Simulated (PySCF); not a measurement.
Electron correlation in Tl (thallium, neutral)

[Xe] 4f14 5d10 6s2 6p1, 2P determinant. Computed with PySCF 2.14 in aug-cc-pwCVDZ-PP with ECP60MDF, with scalar relativity through the core potential. Frozen: 5s2 5p6 5d10; 3 electrons correlated.

```tsv
level	correlation energy (mhartree)
CCSD	-33.87
(T)	-0.37
CCSD(T)	-34.24
CCSDT	-34.37
```

Diagnostics: T1 = 0.0093, D1 = 0.0224, largest double amplitude 0.042.

Spin-orbit coupling, absent here, splits the open shell strongly.

Cost of the coupled-cluster step: roughly 1.8 core-seconds, for 3 correlated electrons.
